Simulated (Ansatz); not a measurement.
Start from `[GaH2][I]` and change one element to get `[GaH2][Br]`.

Ansatz, PBE0-D4/def2-TZVP geometries, multiplicity 1. 

Elements past krypton have def2 core potentials. Scalar relativity is left out up to krypton.

| property | `[GaH2][I]` |
| --- | --- |
| HOMO–LUMO gap (ωB97M-V/def2-TZVPP) / eV | 9.28 |
| HOMO–LUMO gap (PBE0/def2-TZVPP) / eV | 5.47 |
| HOMO energy (PBE/def2-TZVPP) / eV | -6.37 |
| LUMO energy (B3LYP/def2-TZVPP) / eV | -2.26 |
| size of the dipole moment (B3LYP/def2-TZVPP) / D | 1.47 |
| LUMO energy (ωB97M-V/def2-TZVPP) / eV | -0.30 |

Give the same properties after the change, and the shifts. (Estimate.)

Computed: 
```json
{"property": "HOMO–LUMO gap (ωB97M-V/def2-TZVPP) / eV", "`[GaH2][Br]`": "10.06", "shift": "0.78"}
{"property": "HOMO–LUMO gap (PBE0/def2-TZVPP) / eV", "`[GaH2][Br]`": "6.15", "shift": "0.68"}
{"property": "HOMO energy (PBE/def2-TZVPP) / eV", "`[GaH2][Br]`": "-6.82", "shift": "-0.45"}
{"property": "LUMO energy (B3LYP/def2-TZVPP) / eV", "`[GaH2][Br]`": "-2.19", "shift": "0.07"}
{"property": "size of the dipole moment (B3LYP/def2-TZVPP) / D", "`[GaH2][Br]`": "1.81", "shift": "0.34"}
{"property": "LUMO energy (ωB97M-V/def2-TZVPP) / eV", "`[GaH2][Br]`": "-0.20", "shift": "0.10"}
```

With PBE0 the HOMO falls by 0.59 eV and the LUMO rises by 0.10 eV, so the gap widens by about 0.69 eV. PBE moves the HOMO by -0.45 eV and ωB97M-V by -0.67 eV. Dipoles are sizes alone; their direction can turn.

B3LYP here is the variant with VWN-RPA as its local correlation; programs differ in this.

Spin–orbit coupling is left out; it splits and shifts lone-pair levels of the heavy atoms by tenths of an eV.
